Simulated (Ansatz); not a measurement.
Ansatz (a quantum-chemistry and plane-wave program) input for Al(F)(Me)(OtBu) (C5H12AlFO), SMILES CC(C)(C)[O][Al]([F])[CH3], B3LYP-D3(BJ)/def2-SVP. 

Ansatz 0.2 input:
```yaml
crystal:
  periodic: [false, false, false]
  atoms:
    - {symbol: Al, position_ang: [-0.08740939, 1.48960252, 0.35566666]}
    - {symbol: F, position_ang: [0.41950484, 2.64276763, -0.72552509]}
    - {symbol: C, position_ang: [-0.81169038, 2.05746088, 2.11401884]}
    - {symbol: H, position_ang: [-1.83052132, 1.69868099, 2.25574213]}
    - {symbol: H, position_ang: [-0.81742870, 3.14267889, 2.20051724]}
    - {symbol: H, position_ang: [-0.21886937, 1.65358234, 2.93395471]}
    - {symbol: O, position_ang: [0.03041932, -0.08353796, -0.08920727]}
    - {symbol: C, position_ang: [0.12018857, -1.43985964, -0.42489202]}
    - {symbol: C, position_ang: [0.04677889, -2.26940000, 0.86003257]}
    - {symbol: C, position_ang: [-1.04734117, -1.79283792, -1.35026616]}
    - {symbol: C, position_ang: [1.45266346, -1.68260733, -1.13890741]}
    - {symbol: H, position_ang: [0.10939989, -3.33024448, 0.63360758]}
    - {symbol: H, position_ang: [-0.89037848, -2.06798108, 1.37347910]}
    - {symbol: H, position_ang: [0.86712906, -1.99671811, 1.51994367]}
    - {symbol: H, position_ang: [-1.99026453, -1.60390102, -0.84179796]}
    - {symbol: H, position_ang: [-1.00206233, -2.83921728, -1.63969610]}
    - {symbol: H, position_ang: [-1.00624694, -1.17264271, -2.24255768]}
    - {symbol: H, position_ang: [2.27598371, -1.41022640, -0.48225656]}
    - {symbol: H, position_ang: [1.50601051, -1.06415043, -2.03155118]}
    - {symbol: H, position_ang: [1.55107604, -2.72783431, -1.41958229]}
basis:
  gaussian:
    orbitals: def2-SVP
hamiltonian:
  xc: b3lyp
  dispersion: d3bj
relax: {f_tol: 0.002, max_steps: 200}
```

Output:

```
[...]
integrals: 0.23 GiB planned
1931 factors; integrals over basis functions are off by at most 5.3e-4 eV
mean field: 1.29 GiB planned
mean field -16736.89802040 eV, -615.0696575728 hartree, gradient 1.1e-5 eV, S^2 0.000000; 0 other end points of the search recorded, 0 dependent functions left out
the calculation of the forces begins
reference -16736.89832944 eV, -615.0696689297 hartree; 36, 36 occupied and 140, 140 virtual orbitals, 1931 factors
relax step  52: F+E_penalty+E_count = -16737.67112546 eV  Δ(F+E_penalty+E_count) = -5.305e-5 eV  max|allowed force component| = 3.466e-3 eV/Å  Δτ_max = 0.0266 Å  (29 SCF iters, accepted)
these checks for a lower state are left out or cut short: starts, cluster_reference, orbital_swaps, neighbouring_geometries, increment
integrals: 0.23 GiB planned
1931 factors; integrals over basis functions are off by at most 5.5e-4 eV
mean field: 1.29 GiB planned
mean field -16736.89785018 eV, -615.0696513171 hartree, gradient 1.1e-5 eV, S^2 0.000000; 0 other end points of the search recorded, 0 dependent functions left out
the calculation of the forces begins
reference -16736.89815943 eV, -615.0696626821 hartree; 36, 36 occupied and 140, 140 virtual orbitals, 1931 factors
relax step  53: F+E_penalty+E_count = -16737.67091665 eV  Δ(F+E_penalty+E_count) = +2.088e-4 eV  max|allowed force component| = 6.158e-2 eV/Å  Δτ_max = 0.0493 Å  (28 SCF iters, rejected (line search))
these checks for a lower state are left out or cut short: starts, cluster_reference, orbital_swaps, neighbouring_geometries, increment
integrals: 0.23 GiB planned
1931 factors; integrals over basis functions are off by at most 5.4e-4 eV
mean field: 1.29 GiB planned
mean field -16736.89806096 eV, -615.0696590633 hartree, gradient 1.4e-5 eV, S^2 0.000000; 0 other end points of the search recorded, 0 dependent functions left out
the calculation of the forces begins
reference -16736.89837006 eV, -615.0696704224 hartree; 36, 36 occupied and 140, 140 virtual orbitals, 1931 factors
relax step  54: F+E_penalty+E_count = -16737.67114376 eV  Δ(F+E_penalty+E_count) = -1.830e-5 eV  max|allowed force component| = 7.107e-3 eV/Å  Δτ_max = 0.0162 Å  (21 SCF iters, accepted)
these checks for a lower state are left out or cut short: starts, cluster_reference, orbital_swaps, neighbouring_geometries, increment
integrals: 0.23 GiB planned
1931 factors; integrals over basis functions are off by at most 5.4e-4 eV
mean field: 1.29 GiB planned
mean field evaluation 384: about -16736.8981 eV, gradient 3.6e-5 eV
mean field -16736.89808644 eV, -615.0696599995 hartree, gradient 1.1e-5 eV, S^2 0.000000; 0 other end points of the search recorded, 0 dependent functions left out
the calculation of the forces begins
reference -16736.89839564 eV, -615.0696713626 hartree; 36, 36 occupied and 140, 140 virtual orbitals, 1931 factors
relax step  55: F+E_penalty+E_count = -16737.67113772 eV  Δ(F+E_penalty+E_count) = +6.037e-6 eV  max|allowed force component| = 1.964e-2 eV/Å  Δτ_max = 0.0243 Å  (29 SCF iters, rejected (line search))
these checks for a lower state are left out or cut short: starts, cluster_reference, orbital_swaps, neighbouring_geometries, increment
integrals: 0.23 GiB planned
1931 factors; integrals over basis functions are off by at most 5.4e-4 eV
mean field: 1.29 GiB planned
mean field -16736.89809242 eV, -615.0696602195 hartree, gradient 9.5e-6 eV, S^2 0.000000; 0 other end points of the search recorded, 0 dependent functions left out
the calculation of the forces begins
reference -16736.89840156 eV, -615.0696715803 hartree; 36, 36 occupied and 140, 140 virtual orbitals, 1931 factors
relax step  56: F+E_penalty+E_count = -16737.67116230 eV  Δ(F+E_penalty+E_count) = -1.854e-5 eV  max|allowed force component| = 6.393e-3 eV/Å  Δτ_max = 0.0120 Å  (22 SCF iters, accepted)
these checks for a lower state are left out or cut short: starts, cluster_reference, orbital_swaps, neighbouring_geometries, increment
integrals: 0.23 GiB planned
1931 factors; integrals over basis functions are off by at most 5.4e-4 eV
mean field: 1.29 GiB planned
mean field -16736.89811775 eV, -615.0696611503 hartree, gradient 1.0e-5 eV, S^2 0.000000; 0 other end points of the search recorded, 0 dependent functions left out
the calculation of the forces begins
reference -16736.89842694 eV, -615.0696725129 hartree; 36, 36 occupied and 140, 140 virtual orbitals, 1931 factors
relax step  57: F+E_penalty+E_count = -16737.67117255 eV  Δ(F+E_penalty+E_count) = -1.025e-5 eV  max|allowed force component| = 8.007e-3 eV/Å  Δτ_max = 0.0122 Å  (21 SCF iters, accepted)
these checks for a lower state are left out or cut short: starts, cluster_reference, orbital_swaps, neighbouring_geometries, increment
integrals: 0.23 GiB planned
1931 factors; integrals over basis functions are off by at most 5.4e-4 eV
mean field: 1.29 GiB planned
mean field -16736.89814843 eV, -615.0696622777 hartree, gradient 1.7e-5 eV, S^2 0.000000; 0 other end points of the search recorded, 0 dependent functions left out
the calculation of the forces begins
reference -16736.89845768 eV, -615.0696736425 hartree; 36, 36 occupied and 140, 140 virtual orbitals, 1931 factors
relax step  58: F+E_penalty+E_count = -16737.67117978 eV  Δ(F+E_penalty+E_count) = -7.226e-6 eV  max|allowed force component| = 9.456e-3 eV/Å  Δτ_max = 0.0153 Å  (21 SCF iters, accepted)
these checks for a lower state are left out or cut short: starts, cluster_reference, orbital_swaps, neighbouring_geometries, increment
integrals: 0.23 GiB planned
1931 factors; integrals over basis functions are off by at most 5.5e-4 eV
mean field: 1.29 GiB planned
mean field -16736.89816022 eV, -615.0696627112 hartree, gradient 8.4e-6 eV, S^2 0.000000; 0 other end points of the search recorded, 0 dependent functions left out
the calculation of the forces begins
reference -16736.89846950 eV, -615.0696740767 hartree; 36, 36 occupied and 140, 140 virtual orbitals, 1931 factors
relax step  59: F+E_penalty+E_count = -16737.67118197 eV  Δ(F+E_penalty+E_count) = -2.190e-6 eV  max|allowed force component| = 1.034e-2 eV/Å  Δτ_max = 0.0059 Å  (21 SCF iters, accepted)
these checks for a lower state are left out or cut short: starts, cluster_reference, orbital_swaps, neighbouring_geometries, increment
integrals: 0.23 GiB planned
1931 factors; integrals over basis functions are off by at most 5.5e-4 eV
mean field: 1.29 GiB planned
mean field -16736.89816594 eV, -615.0696629213 hartree, gradient 2.7e-5 eV, S^2 0.000000; 0 other end points of the search recorded, 0 dependent functions left out
the calculation of the forces begins
reference -16736.89847522 eV, -615.0696742872 hartree; 36, 36 occupied and 140, 140 virtual orbitals, 1931 factors
relax step  60: F+E_penalty+E_count = -16737.67118522 eV  Δ(F+E_penalty+E_count) = -3.254e-6 eV  max|allowed force component| = 8.008e-3 eV/Å  Δτ_max = 0.0020 Å  (20 SCF iters, accepted)
these checks for a lower state are left out or cut short: starts, cluster_reference, orbital_swaps, neighbouring_geometries, increment
integrals: 0.23 GiB planned
1931 factors; integrals over basis functions are off by at most 5.5e-4 eV
mean field: 1.29 GiB planned
mean field evaluation 416: about -16736.8621 eV, gradient 2.0e-1 eV
mean field -16736.89817497 eV, -615.0696632530 hartree, gradient 4.6e-6 eV, S^2 0.000000; 0 other end points of the search recorded, 0 dependent functions left out
the calculation of the forces begins
reference -16736.89848427 eV, -615.0696746197 hartree; 36, 36 occupied and 140, 140 virtual orbitals, 1931 factors
relax step  61: F+E_penalty+E_count = -16737.67118947 eV  Δ(F+E_penalty+E_count) = -4.252e-6 eV  max|allowed force component| = 1.921e-3 eV/Å  Δτ_max = 0.0049 Å  (22 SCF iters, accepted)
these checks for a lower state are left out or cut short: starts, cluster_reference, orbital_swaps, neighbouring_geometries, increment
integrals: 0.23 GiB planned
1931 factors; integrals over basis functions are off by at most 5.5e-4 eV
mean field: 1.29 GiB planned
mean field -16736.89817852 eV, -615.0696633834 hartree, gradient 7.6e-5 eV, S^2 0.000000; 0 other end points of the search recorded, 0 dependent functions left out
the calculation of the forces begins
reference -16736.89848784 eV, -615.0696747507 hartree; 36, 36 occupied and 140, 140 virtual orbitals, 1931 factors
relax step  62: F+E_penalty+E_count = -16737.67119030 eV  Δ(F+E_penalty+E_count) = -8.329e-7 eV  max|allowed force component| = 9.009e-4 eV/Å  Δτ_max = 0.0045 Å  (18 SCF iters, accepted)
these checks for a lower state are left out or cut short: starts, cluster_reference, orbital_swaps, neighbouring_geometries, increment
integrals: 0.23 GiB planned
1931 factors; integrals over basis functions are off by at most 5.5e-4 eV
mean field: 1.29 GiB planned
mean field -16736.89817383 eV, -615.0696632111 hartree, gradient 3.8e-5 eV, S^2 0.000000; 0 other end points of the search recorded, 0 dependent functions left out
the calculation of the forces begins
reference -16736.89848316 eV, -615.0696745788 hartree; 36, 36 occupied and 140, 140 virtual orbitals, 1931 factors
relax step  63: F+E_penalty+E_count = -16737.67119067 eV  Δ(F+E_penalty+E_count) = -3.677e-7 eV  max|allowed force component| = 2.240e-4 eV/Å  Δτ_max = 0.0029 Å  (18 SCF iters, accepted)
integrals: 0.23 GiB planned
1931 factors; integrals over basis functions are off by at most 5.5e-4 eV
mean field: 1.29 GiB planned
mean field evaluation 448: about -16736.8982 eV, gradient 2.1e-5 eV
mean field -16736.89817383 eV, -615.0696632111 hartree, gradient 3.8e-5 eV, S^2 0.000000; 1 other end points of the search recorded, 0 dependent functions left out
the calculation of the forces begins
reference -16736.89848316 eV, -615.0696745788 hartree; 36, 36 occupied and 140, 140 virtual orbitals, 1931 factors
Total energy: -16737.67150001 eV, -615.0980824240 hartree
Atom 0 at    -0.356974     1.218277     0.423359 Å, force     0.000116     0.000125    -0.000116 eV/Å
Atom 1 at    -0.242238     1.812189    -1.137675 Å, force     0.000053    -0.000224     0.000179 eV/Å
Atom 2 at    -0.702573     2.410254     1.908254 Å, force    -0.000032     0.000133     0.000019 eV/Å
Atom 3 at    -1.658161     2.943826     1.771588 Å, force     0.000020    -0.000026    -0.000036 eV/Å
Atom 4 at     0.083406     3.179971     1.987499 Å, force    -0.000003    -0.000052    -0.000034 eV/Å
Atom 5 at    -0.746878     1.863731     2.862934 Å, force    -0.000015    -0.000031    -0.000003 eV/Å
Atom 6 at    -0.160123    -0.450838     0.645599 Å, force    -0.000181    -0.000146     0.000082 eV/Å
Atom 7 at     0.095316    -1.566292    -0.202417 Å, force     0.000050     0.000165    -0.000039 eV/Å
Atom 8 at     0.150707    -2.805205     0.694524 Å, force     0.000031     0.000045    -0.000067 eV/Å
Atom 9 at    -1.042403    -1.686197    -1.224768 Å, force    -0.000026    -0.000028     0.000065 eV/Å
Atom 10 at     1.436083    -1.352593    -0.917043 Å, force    -0.000061     0.000043    -0.000074 eV/Å
Atom 11 at     0.346199    -3.715725     0.106963 Å, force     0.000010     0.000005     0.000001 eV/Å
Atom 12 at    -0.804329    -2.928448     1.227467 Å, force     0.000009    -0.000009     0.000000 eV/Å
Atom 13 at     0.947885    -2.692612     1.444946 Å, force     0.000003    -0.000000    -0.000001 eV/Å
Atom 14 at    -2.007390    -1.795281    -0.705315 Å, force     0.000011     0.000005     0.000004 eV/Å
Atom 15 at    -0.903183    -2.559795    -1.880620 Å, force     0.000002     0.000008    -0.000010 eV/Å
Atom 16 at    -1.083617    -0.785459    -1.857825 Å, force    -0.000007    -0.000003    -0.000009 eV/Å
Atom 17 at     2.242053    -1.223212    -0.177717 Å, force     0.000021    -0.000008     0.000007 eV/Å
Atom 18 at     1.392128    -0.452306    -1.550583 Å, force    -0.000011    -0.000008     0.000019 eV/Å
Atom 19 at     1.691032    -2.210670    -1.558448 Å, force     0.000009     0.000008     0.000010 eV/Å
Dipole moment:    -0.006667    -0.099915     0.160569 e Å
```

The run converged.

Cost: around 13 core-minutes (rough).
